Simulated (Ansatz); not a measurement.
**A relaxation, step by step**

GeAsNH8, closed shell, PBE0-D4/def2-TZVP (Ansatz 0.2.0). Settings:

```yaml
hamiltonian: {xc: pbe0, dispersion: d4}
relax: {f_tol: 0.005, max_steps: 200}
```

Start, a step off a saddle point along its unstable mode:

| atom | x (Å) | y (Å) | z (Å) |
| --- | --- | --- | --- |
| Ge1 | -1.1861 | -0.4720 | 1.0118 |
| N2 | 0.6586 | -0.0387 | 0.9235 |
| H3 | -1.4430 | -0.7677 | 2.4700 |
| H4 | -1.3353 | -1.6649 | 0.0406 |
| H5 | -1.8353 | 0.8048 | 0.4460 |
| H6 | 0.6931 | 0.1761 | -0.3809 |
| As7 | 0.1200 | 0.3802 | -2.2198 |
| H8 | 0.9617 | 0.7796 | 1.4644 |
| H9 | 1.3454 | -0.8096 | 1.1091 |
| H10 | 0.6317 | 1.8090 | -2.1911 |
| H11 | 1.3893 | -0.1970 | -2.6735 |

| step | energy less the last (meV) | largest force component (eV/Å) |
| --- | --- | --- |
| 1 | 1025.4 | 1.470 |
| 4 | 350.4 | 1.103 |
| 7 | 13.1 | 0.170 |
| 10 | 6.7 | 0.040 |
| 13 | 5.6 | 0.010 |
| 16 | 3.2 | 0.032 |
| 19 (rejected trial) | 3.3 | 0.128 |
| 22 (rejected trial) | 1.5 | 0.098 |
| 25 | 0.5 | 0.018 |
| 28 | 0.5 | 0.006 |
| 31 | 0.4 | 0.005 |
| 34 | 0.4 | 0.017 |
| 37 | 0.3 | 0.024 |
| 40 | 0.1 | 0.003 |
| 43 (rejected trial) | 0.1 | 0.059 |
| 44 | 0.0 | 0.002 |

Step 4, positions (Å) and forces (eV/Å):

| atom | x | y | z | Fx | Fy | Fz |
| --- | --- | --- | --- | --- | --- | --- |
| Ge1 | -1.214 | -0.514 | 1.207 | 0.672 | 0.208 | 0.196 |
| N2 | 0.606 | -0.066 | 0.875 | -0.573 | -0.572 | 1.028 |
| H3 | -1.529 | -0.815 | 2.693 | 0.104 | 0.033 | -0.095 |
| H4 | -1.480 | -1.757 | 0.370 | -0.037 | -0.106 | -0.127 |
| H5 | -2.034 | 0.697 | 0.760 | -0.003 | 0.033 | -0.070 |
| H6 | 0.580 | 0.238 | -0.799 | 0.127 | 0.259 | -1.103 |
| As7 | 0.337 | 0.479 | -2.366 | 0.397 | -0.140 | -0.170 |
| H8 | 0.916 | 0.751 | 1.389 | -0.009 | -0.064 | 0.005 |
| H9 | 1.238 | -0.838 | 1.093 | -0.193 | 0.284 | -0.035 |
| H10 | 0.872 | 1.910 | -2.387 | -0.037 | -0.080 | 0.107 |
| H11 | 1.707 | -0.085 | -2.835 | -0.448 | 0.145 | 0.264 |

Step 7, positions (Å) and forces (eV/Å):

```tsv
atom	x	y	z	Fx	Fy	Fz
Ge1	-1.225	-0.554	1.380	-0.054	0.008	-0.126
N2	0.555	-0.131	1.111	-0.045	-0.027	0.170
H3	-1.616	-0.874	2.842	0.050	0.013	-0.003
H4	-1.511	-1.783	0.502	0.002	0.016	0.032
H5	-2.036	0.660	0.897	0.016	-0.024	0.026
H6	0.613	0.320	-1.256	0.006	-0.002	0.032
As7	0.423	0.573	-2.743	-0.013	0.003	-0.063
H8	0.849	0.692	1.621	0.012	-0.021	-0.027
H9	1.181	-0.887	1.356	0.014	0.021	-0.014
H10	0.975	1.987	-2.636	0.010	-0.001	-0.012
H11	1.793	-0.002	-3.075	0.002	0.013	-0.015
```

Step 25, positions (Å) and forces (eV/Å):

| atom | x | y | z | Fx | Fy | Fz |
| --- | --- | --- | --- | --- | --- | --- |
| Ge1 | -1.135 | -0.511 | 1.236 | 0.012 | 0.004 | 0.009 |
| N2 | 0.671 | -0.174 | 1.416 | -0.009 | -0.003 | 0.007 |
| H3 | -1.854 | -0.840 | 2.567 | 0.008 | 0.002 | -0.014 |
| H4 | -1.269 | -1.707 | 0.282 | 0.001 | 0.002 | 0.005 |
| H5 | -1.762 | 0.752 | 0.626 | 0.003 | -0.004 | 0.005 |
| H6 | 0.908 | 0.381 | -1.229 | -0.005 | -0.003 | -0.018 |
| As7 | 0.225 | 0.519 | -2.583 | 0.016 | 0.002 | 0.012 |
| H8 | 0.878 | 0.623 | 2.003 | -0.004 | -0.009 | -0.006 |
| H9 | 1.200 | -0.964 | 1.762 | -0.012 | 0.009 | -0.004 |
| H10 | 0.704 | 1.954 | -2.752 | -0.002 | -0.005 | -0.003 |
| H11 | 1.433 | -0.032 | -3.328 | -0.008 | 0.006 | 0.008 |

Last step (44):

Ge1  (-1.132, -0.491, 1.226)
N2  (0.683, -0.215, 1.416)
H3  (-1.882, -0.709, 2.561)
H4  (-1.300, -1.736, 0.344)
H5  (-1.698, 0.757, 0.533)
H6  (0.962, 0.287, -1.254)
As7  (0.254, 0.431, -2.592)
H8  (0.914, 0.602, 1.964)
H9  (1.174, -1.006, 1.811)
H10  (0.498, 1.933, -2.633)
H11  (1.527, 0.146, -3.376)
(Å)

The run took about 83 s on 8 CPU threads of an Arm Neoverse V1 (shared host).
